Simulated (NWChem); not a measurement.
C2H6F2Si; SMILES C[SiH2]C(F)F

```xyz
11

C      1.0475     1.7142     0.0000
Si    -0.6522     0.9326     0.0000
C     -0.4192    -0.9771     0.0000
F      0.2993    -1.3383     1.1008
F      0.2993    -1.3383    -1.1008
H      1.6090     1.3945    -0.8909
H      0.9876     2.8128     0.0000
H      1.6090     1.3945     0.8909
H     -1.4409     1.2909     1.2176
H     -1.4409     1.2909    -1.2176
H     -1.3510    -1.5733     0.0000
```
Atoms are numbered in this order, from 1.

Computed with NWChem. Coordinates come from a PBE0/def2-SVP optimisation. B3LYP is NWChem's, with the RPA form of VWN correlation. Vertical excitations in the gas phase; the lowest state need not have the same character in each row.

```json
[
 {"level": "PBE/def2-SVP, full TDDFT", "lowest excitation, singlet (eV)": "7.12", "oscillator strength of that lowest state": "0.006", "lowest state with f > 0.02, singlet (eV)": "7.45", "oscillator strength of that bright state": "0.084", "orbital gap (eV)": "6.95"},
 {"level": "B3LYP/def2-SVP, full TDDFT", "lowest excitation, singlet (eV)": "7.94", "oscillator strength of that lowest state": "0.007", "lowest state with f > 0.02, singlet (eV)": "8.29", "oscillator strength of that bright state": "0.124", "orbital gap (eV)": "8.95"},
 {"level": "Hartree-Fock/def2-SVP, TDHF", "lowest excitation, singlet (eV)": "10.03", "oscillator strength of that lowest state": "0.003", "lowest state with f > 0.02, singlet (eV)": "10.14", "oscillator strength of that bright state": "0.061", "orbital gap (eV)": "16.45"}
]
```
